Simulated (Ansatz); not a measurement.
Geometry optimisation, Ansatz 0.2.0, RKS r2SCAN-D4/def2-SVP.

The input (input.yaml):

```yaml
crystal:
  periodic: [false, false, false]
  atoms:
    - { symbol: Si, position_ang: [0.068216, 0.210036, 0.033614] }
    - { symbol: Br, position_ang: [-0.570162, -1.964752, -0.158775] }
    - { symbol: H, position_ang: [-0.352223, 0.630932, -1.276416] }
    - { symbol: H, position_ang: [-0.681458, 0.845685, 1.147442] }
    - { symbol: H, position_ang: [1.535626, 0.277999, 0.254134] }
basis:
  gaussian: { orbitals: def2-SVP }
hamiltonian:
  xc: r2scan
  dispersion: d4
relax:
  f_tol: 0.03
  max_steps: 50
```

Command:

```bash
$ ansatz run input.yaml --threads 2 --pin off --max-ram 3072MiB --backend cpu --events-out ev --progress --plain --runs-dir out
```

Q: Where does it end, and by what steps?

A: The run converged. After 3 steps the energy has fallen by 0.116 eV; H3 moved furthest, 0.16 Å.

```csv
step,energy less start (eV),largest force component (eV/Å),accepted
0,0.0000,1.246,yes
1,-0.1043,0.388,yes
2,-0.1146,0.187,yes
3,-0.1161,0.006,yes
```

```xyz
5
Properties=species:S:1:pos:R:3
Si 0.041 0.154 0.005
Br -0.539 -1.998 -0.062
H -0.319 0.787 -1.293
H -0.693 0.812 1.119
H 1.509 0.246 0.231
```

Run time: 6.8 s on 2 threads of Intel(R) Xeon(R) Platinum 8488C (Sapphire Rapids), on a shared host, peak memory 0.14 GiB.
